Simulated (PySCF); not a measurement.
## Static response to an electric field

C5H12P2.
Structure used (GFN2-xTB), in Å, numbered top down from 1:
```
atom  x, y, z in Å
C1     0.530    1.887   -0.256
P2     0.361    0.251    0.589
C3     1.544   -0.743   -0.457
P4     3.323   -0.578    0.057
C5    -1.176   -0.294   -0.256
C6    -2.486   -0.039    0.434
C7    -1.954   -1.430    0.342
H8    -0.271    2.535    0.094
H9     1.482    2.345    0.009
H10    0.465    1.780   -1.339
H11    1.455   -0.482   -1.518
H12    1.280   -1.801   -0.351
H13    3.333    0.815    0.135
H14    3.076   -0.688    1.424
H15   -1.159   -0.216   -1.340
H16   -2.462    0.447    1.398
H17   -3.338    0.233   -0.171
H18   -1.574   -1.886    1.245
H19   -2.438   -2.126   -0.327
```

Level: B3LYP/def2-SVPD (PySCF), static field, nuclei fixed, core orbitals frozen in the response. The polarisability tensor in these axes (au):

```
x   138.36   0.18  -2.34
y     0.18 106.18  -1.09
z    -2.34  -1.09  92.82
```

**Question.** Give the principal values, the mean and the anisotropy Δα = √{½[(α1 − α2)² + (α2 − α3)² + (α1 − α3)²]}.

**Answer.** Principal values 92.61, 106.26 and 138.49 au; mean 112.45 au = 16.66 Å³ = 18.54 × 10⁻⁴⁰ C²·m²/J; Δα = 40.80 au (36 % of the mean).

**Question.** What is the dipole moment, and where does it point?

**Answer.** (-1.39, 0.36, -0.97) D, 1.73 D in size, pointing from the negative to the positive side. Measured along this direction, the outermost atoms are H14 at the negative end and H17 at the positive end.

**Question.** Rayleigh depolarisation ratio (linearly polarised light, static tensor)?

**Answer.** ρ = 3Δα²/(45ᾱ² + 4Δα²) = 4993.8/(569049 + 6658.4) = 0.00867.

**Question.** Orientational against electronic polarisability at 500 K (dilute gas, rigid molecules)?

**Answer.** In Gaussian units μ²/3kT = 14.41 Å³ against 16.66 Å³, a ratio of 0.86; the Debye molar polarisation (4π/3)N_A(α + μ²/3kT) is 78.4 cm³/mol, leaving out the vibrational part.

**Question.** What would n − 1 = 2πNα be for an ideal gas of these molecules at 500 K and 1 atm, electronic part alone?

**Answer.** N = p/kT = 1.4678 × 10¹⁹ cm⁻³, so n − 1 = 2π × N × 16.66 × 10⁻²⁴ cm³ = 1537 × 10⁻⁶ at long wavelengths, for an ideal gas.

**Question.** Give the eigenvalues of the traceless quadrupole moment Θ = ½Σq(3rr − r²1), origin at the centre of nuclear charge.

**Answer.** -6.81, 1.99, 4.82 D·Å. The values depend on the origin, since the dipole doesn't vanish. The electronic extent ⟨r²⟩ about the same centre is 1497 bohr², a root-mean-square distance of 2.41 Å for the 72 electrons.

**Question.** Form Σ f/ω² (atomic units) for the 8 lowest TDDFT singlets, given as eV and f, and set it beside the mean polarisability, which is this sum over all singlets: 5.96, 0.0412; 6.10, 0.0205; 6.18, 0.0481; 6.42, 0.0428; 6.49, 0.1062; 6.65, 0.0033; 6.71, 0.0991; 6.85, 0.0075.

**Answer.** They add up to 6.64 au, 5.9 % of the 112.45 au; the largest single term is 1.87 au, from the state at 6.49 eV. Terms in order: 0.86, 0.41, 0.93, 0.77, 1.87, 0.06, 1.63, 0.12 au. Higher excitations give the rest. The strengths listed sum to 0.369.

Isolated species at its GFN2-xTB geometry (one conformer only).
